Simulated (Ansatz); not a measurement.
Reaction (ligand exchange at the Si–S bond): `[SiH3]S[SiH]1CO1` + `C=C(O)Cl` → `C=C(Cl)O[SiH3]` + `S[SiH]1CO1`

Isolated molecules relaxed with PBE0-D4/def2-TZVP in Ansatz; ΔE leaves out vibrations. CCSD(T)/CBS adds triple-zeta CCSD(T) − MP2 to the extrapolated MP2 energy (def2 sets, frozen cores). DFT in def2-TZVPP. B3LYP here is the variant with VWN-RPA as its local correlation; programs differ in this. Each species was taken in one conformer, which may not be the lowest.

| level | ΔE (kJ/mol) | difference from CCSD(T)/CBS |
| --- | --- | --- |
| PBE-D4 | -14.1 | 11.6 |
| r2SCAN-D4 | -22.2 | 3.5 |
| PBE0-D4 | -15.3 | 10.4 |
| B3LYP-D4 | -29.9 | -4.2 |
| ωB97X-V | -25.7 | 0.0 |
| ωB97M-V | -25.9 | -0.2 |
| B2PLYP | -30.0 | -4.3 |
| PBE | -14.6 | 11.1 |
| r2SCAN | -22.2 | 3.5 |
| PBE0 | -15.7 | 10.0 |
| B3LYP | -30.7 | -5.0 |
| HF/def2-TZVPP | -37.7 | -12.0 |
| MP2/def2-TZVPP | -25.5 | 0.2 |
| SCS-MP2/def2-TZVPP | -30.4 | -4.7 |
| CCSD/def2-TZVPP | -29.7 | -4.0 |
| CCSD(T)/def2-TZVPP | -27.6 | -1.9 |
| HF/def2-QZVPP | -39.0 | -13.3 |
| MP2/def2-QZVPP | -24.8 | 0.9 |
| SCS-MP2/def2-QZVPP | -29.5 | -3.8 |
| HF/CBS(def2) | -39.2 | -13.5 |
| MP2/CBS(def2) | -23.5 | 2.2 |
| CCSD/CBS(def2) | -27.7 | -2.0 |
| CCSD(T)/CBS | -25.7 | 0 |

Largest T1 diagnostic among the species: 0.013.

In def2-TZVPP, CCSD(T) changes the Hartree–Fock value by +10.1 kJ/mol (the triples alone add +2.0 kJ/mol) and MP2 by +12.2 kJ/mol.
